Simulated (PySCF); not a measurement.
**Frontier orbitals and the lowest excitations**

Ti(OEt)4, C₈H₂₀O₄Ti (singlet state).
Cartesian coordinates in Å at the PBE0-D3(BJ)/def2-SVP level; atoms count from 1:
```xyz
33
C8H20O4Ti angstrom
Ti     0.1078    0.2561    0.2807
O      0.7007    1.0329    1.7738
C      1.3268    0.9053    3.0047
C      1.2898   -0.5158    3.5369
H      2.3789    1.2410    2.9202
H      0.8384    1.5872    3.7268
H      1.7903   -0.5790    4.5156
H      0.2507   -0.8597    3.6544
H      1.7948   -1.2038    2.8416
O      1.2071    0.5283   -1.0839
C      1.7938    0.8542   -2.2945
C      3.0263    1.7148   -2.1026
H      2.0599   -0.0746   -2.8350
H      1.0616    1.3895   -2.9302
H      3.4820    1.9653   -3.0731
H      2.7637    2.6521   -1.5889
H      3.7754    1.1905   -1.4903
O     -1.4997    0.9059   -0.1124
C     -2.5984    1.0237   -0.9499
C     -2.1966    1.3553   -2.3741
H     -3.1812    0.0823   -0.9342
H     -3.2686    1.8098   -0.5530
H     -3.0836    1.4642   -3.0173
H     -1.6275    2.2971   -2.4046
H     -1.5593    0.5610   -2.7935
O     -0.0405   -1.4874    0.5602
C     -0.6137   -2.7437    0.6579
C     -2.1099   -2.7057    0.4079
H     -0.1304   -3.4253   -0.0679
H     -0.4091   -3.1554    1.6646
H     -2.5489   -3.7107    0.5013
H     -2.6058   -2.0379    1.1286
H     -2.3192   -2.3291   -0.6052
```

Computed with PySCF 2.14.0, density-fitted response routines, TDDFT wB97X-D/def2-SVPD, vertical, gas phase, core orbitals frozen in the response. The geometry optimisation had not met its thresholds, so the values belong to a structure short of the stationary point.

Kohn–Sham orbitals with the atoms that hold most of them (Löwdin shares over 4%, at most four atoms; ? is withheld):

```tsv
orbital	ε (eV)	atoms
LUMO+2	1.71	Ti1 52%
LUMO+1	1.33	Ti1 73%, O18 7%, O26 6%
LUMO	1.29	?
HOMO	?	?
HOMO-1	-9.40	O10 23%, O26 17%, O18 16%, O2 10%
HOMO-2	-9.44	O2 26%, O18 19%, O26 12%, O10 9%
HOMO-3	-10.10	O26 25%, O18 16%, O10 11%, C27 8%
```

Task: Which atoms hold the HOMO, and with what shares?

Result: O2 (bonded to C and Ti) 31%; O10 (bonded to C and Ti) 19%; O18 (bonded to C and Ti) 8%; C3 (bonded to C, O and 2 H) 8%. By element: oxygen 57% or more, carbon 8% or more.

Task: Which atoms hold the LUMO, and with what shares?

Result: Ti1 (bonded to 4 O) 74%; O26 (bonded to C and Ti) 5%; O10 (bonded to C and Ti) 5%; O18 (bonded to C and Ti) 5%. By element: titanium 74%, oxygen 15% or more.

Task: What is the HOMO energy, and the HOMO–LUMO gap?

Result: ε(HOMO) = -9.28 eV; the gap is 10.57 eV (0.3884 hartree).

Task: How does S1 compare with the orbital gap of 10.57 eV?

Result: S1 is at 5.46 eV (f = 0.0013), 5.11 eV below the gap, made of HOMO→LUMO (50%), HOMO→LUMO+1 (32%), HOMO-2→LUMO (10%). 

For S1 the Löwdin share of titanium is at most 8% in HOMO and 74% in LUMO (ligand-to-metal charge transfer by this measure).

Next come S2 at 5.54 eV (f 0.0007), HOMO-2→LUMO (42%), HOMO→LUMO+1 (40%); S3 at 5.59 eV (f 0.0003), HOMO-1→LUMO+1 (67%), HOMO-1→LUMO (13%), HOMO-2→LUMO+1 (13%); S4 at 5.72 eV (f 0.029), HOMO→LUMO (30%), HOMO-1→LUMO (25%), HOMO-2→LUMO (16%); S5 at 5.80 eV (f 0.032), HOMO-1→LUMO (41%), HOMO-2→LUMO (22%), HOMO-1→LUMO+1 (10%).
